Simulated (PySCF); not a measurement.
# Static response to an electric field

Compound: H9NSi3.
Geometry (PBE0-D3(BJ)/def2-SVP, Å), atoms numbered from 1 in this order:
```xyz
13
H9NSi3 angstrom
Si     0.356    1.703   -0.163
N      0.000    0.003    0.075
Si    -1.644   -0.515    0.402
Si     1.287   -1.187    0.009
H     -0.362    2.257   -1.351
H     -0.026    2.516    1.033
H      1.829    1.820   -0.386
H     -2.508    0.704    0.352
H     -2.122   -1.498   -0.618
H     -1.767   -1.149    1.750
H      0.674   -2.516    0.315
H      1.920   -1.240   -1.344
H      2.354   -0.897    1.014
```

Level: PBE0/def2-SVPD (PySCF), static field, nuclei fixed, core orbitals frozen in the response. The polarisability tensor in these axes (au):

```
x   93.82 -0.28 -2.53
y   -0.28 94.10 -1.75
z   -2.53 -1.75 78.61
```

**Question.** Give the principal values, the mean and the anisotropy Δα = √{½[(α1 − α2)² + (α2 − α3)² + (α1 − α3)²]}.

**Answer.** Principal values 78.01, 94.23 and 94.29 au; mean 88.84 au = 13.17 Å³ = 14.65 × 10⁻⁴⁰ C²·m²/J; Δα = 16.25 au (18 % of the mean).

**Question.** What is the dipole moment?

**Answer.** 0.01 D at this geometry.

**Question.** Traceless (Buckingham) quadrupole moment about the centre of nuclear charge: eigenvalues?

**Answer.** -0.99, 0.47, 0.52 D·Å. The electronic extent ⟨r²⟩ about the same centre is 806 bohr², a root-mean-square distance of 1.97 Å for the 58 electrons.

**Question.** What depolarisation ratio follows for Rayleigh scattering of linearly polarised light, taking the static tensor?

**Answer.** ρ = 3Δα²/(45ᾱ² + 4Δα²) = 792.5/(355200 + 1056.7) = 0.00222.

**Question.** Estimate the molar refractivity from the static electronic polarisability.

**Answer.** Lorentz–Lorenz: R = (4π/3)N_A α = 2.5225 cm³/(mol·Å³) × 13.17 Å³ = 33.2 cm³/mol, in the limit of long wavelengths.

**Question.** Find the Langevin capture rate constant for NH4+ (18.034 u) meeting this molecule (107.004 u), k = 2.342 × 10⁻⁹ cm³/s × √(α in Å³ / reduced mass in u).

**Answer.** The reduced mass is 15.43 u, so k = 2.16 × 10⁻⁹ cm³/s.

**Question.** What would n − 1 = 2πNα be for an ideal gas of these molecules at 273.15 K and 1 atm, electronic part alone?

**Answer.** N = p/kT = 2.6868 × 10¹⁹ cm⁻³, so n − 1 = 2π × N × 13.17 × 10⁻²⁴ cm³ = 2223 × 10⁻⁶ at long wavelengths, for an ideal gas.

Isolated species at its PBE0-D3(BJ)/def2-SVP geometry, gas phase.

The run behind these numbers computed excited states and ΔSCF ions as well. On one thread of an Arm Neoverse V1, shared host, this took 39 s (grids of density and orbitals included) and 0.77 GiB of memory at its peak.
